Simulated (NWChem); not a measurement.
Total energies of FOS

SMILES: O=[S]F
```xyz
3

O      0.4856    -1.2339     0.0000
S     -0.4610    -0.1064     0.0000
F      0.3879     1.2859     0.0000
```
Charge 0, spin multiplicity 2.

Program: NWChem. All single points use one geometry, from UPBE0/def2-SVP, a minimum by its harmonic frequencies.

Basis set: cc-pVDZ (46 functions).

```json
[
 {"method": "UHF", "total energy (Ha)": "-571.76477"},
 {"method": "UMP2", "total energy (Ha)": "-572.25832"},
 {"method": "UB2PLYP", "total energy (Ha)": "-572.93191"},
 {"method": "UPBE", "total energy (Ha)": "-572.87546"},
 {"method": "UB3LYP", "total energy (Ha)": "-573.21632"},
 {"method": "ULDA (SVWN5)", "total energy (Ha)": "-570.68453"}
]
```

Total energies of different functionals aren't comparable as a measure of quality: only differences taken within one method are. 

The correlated methods keep 7 core orbitals frozen. B3LYP has NWChem's definition, with VWN1-RPA local correlation. The structure started from a generated list of species. The unpaired electrons of the parent sit in orbitals of symmetry a" (Cs labels of the run); other states weren't searched. No SCF solution was tested for a lower state. Open-shell Hartree-Fock references start from PBE0 orbitals.
